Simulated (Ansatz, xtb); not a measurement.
**Two isomers of C4H2BrFS**

Structure a: `Fc1cc(Br)cs1`, a singlet. Structure b: `Fc1csc(Br)c1`, a singlet. Both are isolated molecules in the gas phase, relaxed with B3LYP/def2-SVP.

a (Å):

```json
{"atom": "C", "x (Å)": "0.6273", "y (Å)": "-0.7104", "z (Å)": "2.0996"}
{"atom": "C", "x (Å)": "0.5566", "y (Å)": "-0.3654", "z (Å)": "0.7814"}
{"atom": "C", "x (Å)": "1.8533", "y (Å)": "0.0048", "z (Å)": "0.2972"}
{"atom": "C", "x (Å)": "2.8492", "y (Å)": "-0.0658", "z (Å)": "1.2323"}
{"atom": "Br", "x (Å)": "2.1474", "y (Å)": "0.5452", "z (Å)": "-1.4934"}
{"atom": "F", "x (Å)": "-0.3725", "y (Å)": "-1.1048", "z (Å)": "2.8742"}
{"atom": "S", "x (Å)": "2.2304", "y (Å)": "-0.5973", "z (Å)": "2.7700"}
{"atom": "H", "x (Å)": "-0.3587", "y (Å)": "-0.3739", "z (Å)": "0.1921"}
{"atom": "H", "x (Å)": "3.9064", "y (Å)": "0.1611", "z (Å)": "1.1136"}
```

b (Å):

```xyz
9

C     0.6174   -0.6836    0.7478
C     0.2737    0.3546    1.5703
C     2.7248   -0.0216    1.3920
C     2.0199   -0.9180    0.6303
Br    4.5927    0.0820    1.5719
F    -0.2736   -1.4326    0.0959
S     1.6939    1.0919    2.2401
H    -0.7245    0.7147    1.8103
H     2.4597   -1.7036    0.0171
```

Quicker runs give these differences E(b) − E(a): GFN2-xTB +0.023 eV; HF/STO-3G +0.053 eV (at GFN2-xTB geometries); r2SCAN-D4/def2-SVP −0.067 eV (at GFN2-xTB geometries).

Q: Estimate which is lower in electronic energy at CCSD(T)/def2-SVP + ΔMP2/def2-TZVPP, and by roughly how much.

A: The CCSD(T)/def2-SVP + ΔMP2/def2-TZVPP calculation puts structure b lower, by 0.066 eV.

The same difference at several levels:

| level | geometry | E(b) − E(a) (eV) | departure from the last row (eV) | job, with rough time for the two |
| --- | --- | --- | --- | --- |
| GFN2-xTB | GFN2-xTB | +0.023 | +0.089 | optimisation, 0.27 s |
| HF/STO-3G | GFN2-xTB | +0.053 | +0.119 | single point, 1.4 s |
| r2SCAN-D4/def2-SVP | GFN2-xTB | −0.067 | −0.001 | single point, 8.7 s |
| B3LYP/def2-SVP | B3LYP/def2-SVP | −0.066 | 0.000 | optimisation, 71 s |
| HF/def2-SVP | B3LYP/def2-SVP | −0.070 | −0.004 | part of the CCSD(T) run |
| MP2/def2-SVP | B3LYP/def2-SVP | −0.075 | −0.009 | part of the CCSD(T) run |
| CCSD(T)/def2-SVP | B3LYP/def2-SVP | −0.059 | +0.007 | single point |
| CCSD(T)/def2-SVP + ΔMP2/def2-TZVPP | B3LYP/def2-SVP | −0.066 |  | single point, 2.4 min |

As drawn, both hold the same kinds of bond in the same numbers.

GFN2-xTB, HF/STO-3G put the two in the other order. The largest departure from CCSD(T)/def2-SVP + ΔMP2/def2-TZVPP is that of HF/STO-3G, 0.119 eV. The last row adds to CCSD(T) the change of the MP2 difference between the two basis sets, here −0.007 eV.

With thermal terms from frequencies at re-optimised GFN2-xTB minima (ideal gas, soft modes damped towards free rotors, one conformer each, 298.15 K, 1 atm): the zero-point term adds −0.002 eV; ΔH is −0.068 and ΔG −0.069 eV.

The correlated steps freeze 19 core orbitals; the filled d shell of Br is correlated, in a basis made for valence electrons. Programs: Ansatz 0.2.0, xtb 6.7.1; the last row on 2 threads of Intel(R) Xeon(R) Processor @ 2.70GHz on a shared host.
